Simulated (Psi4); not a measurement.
A dimer, CH4 ··· H4N+ (SMILES C and [NH4+]) (charge +1); the first 5 atoms form monomer A.

```
10

C      0.0000     0.0000     0.0000
H     -0.4577    -0.1384     0.9786
H      0.4020     1.0096    -0.0732
H     -0.7496    -0.1495    -0.7759
H      0.8054    -0.7217    -0.1295
N     -1.1620    -2.9131     0.2036
H     -0.7842    -1.9626     0.1363
H     -0.7060    -3.4081     0.9768
H     -0.9862    -3.4137    -0.6735
H     -2.1717    -2.8682     0.3749
```

What interaction energy does SAPT0/jun-cc-pVDZ, frozen core (Psi4) give, and which attractive term is the largest?

Total -11.92 kJ/mol: electrostatics -8.84, exchange 25.48, induction -21.27, dispersion -7.29. The most attractive term is induction.
